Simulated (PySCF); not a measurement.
C6H10, SMILES CC=C=CCC. Coordinates come from a PBE0-D3(BJ)/def2-SVP optimisation. The structure was generated by enumeration; whether it is a known compound was not checked. One conformer was computed; it need not be the lowest.

Computed equilibrium geometry at PBE0-D3(BJ)/def2-SVP (PySCF confirms it by a frequency run) as Cartesian coordinates in Å (one conformer of several):
```xyz
16

C      2.5397    -0.7401     1.1022
C      1.8462     0.4688     0.5475
C      0.5539     0.5789     0.3534
C     -0.7371     0.6837     0.1510
C     -1.4529     0.2955    -1.1145
C     -2.4815    -0.8074    -0.8921
H      1.8253    -1.5431     1.3300
H      3.0860    -0.4904     2.0267
H      3.2828    -1.1303     0.3872
H      2.4780     1.3299     0.2877
H     -1.3607     1.0701     0.9705
H     -1.9586     1.1885    -1.5236
H     -0.7137    -0.0172    -1.8684
H     -2.0001    -1.7278    -0.5274
H     -3.0159    -1.0482    -1.8238
H     -3.2330    -0.5085    -0.1439
```
Charge 0, spin multiplicity 1.
